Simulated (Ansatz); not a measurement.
`O[C]1(F)[CH2][GeH2]1`. Total charge 0; spin multiplicity 1. The geometry is a stationary point of PBE0-D4/def2-TZVP. It is one conformer, not always the lowest.

```xyz
10

O     0.739    1.636   -0.321
C     0.648    0.282   -0.203
F     1.824   -0.337   -0.547
C     0.055   -0.199    1.085
Ge   -1.029   -0.712   -0.481
H     0.788    1.864   -1.255
H     0.606   -0.994    1.575
H    -0.316    0.574    1.748
H    -2.318    0.067   -0.715
H    -0.997   -2.180   -0.886
```

Q: What is the dipole moment at B3LYP/def2-TZVPP? (An estimate is asked.)

A: The calculation gave: 1.69 D, with components (-1.53, 0.01, -0.71) D in this frame, pointing from negative to positive charge.

Q: And with PBE, r2SCAN, ωB97M-V? (An estimate is asked.)

A: Ansatz gave: PBE 1.44 D, r2SCAN 1.49 D, ωB97M-V 1.78 D.

Q: Give the Mulliken charges with B3LYP, PBE, ωB97M-V in def2-TZVPP. (Estimate.)

A: The calculation gave: 
| atom | B3LYP | PBE | ωB97M-V |
| --- | --- | --- | --- |
| O1 | -0.28 | -0.24 | -0.26 |
| C2 | 0.30 | 0.21 | 0.23 |
| F3 | -0.22 | -0.17 | -0.20 |
| C4 | -0.28 | -0.23 | -0.33 |
| Ge5 | 0.01 | -0.01 | 0.02 |
| H6 | 0.20 | 0.21 | 0.19 |
| H7 | 0.12 | 0.11 | 0.13 |
| H8 | 0.11 | 0.10 | 0.13 |
| H9 | 0.02 | 0.01 | 0.04 |
| H10 | 0.02 | 0.01 | 0.04 |

B3LYP here is the variant with VWN-RPA as its local correlation; programs differ in this.
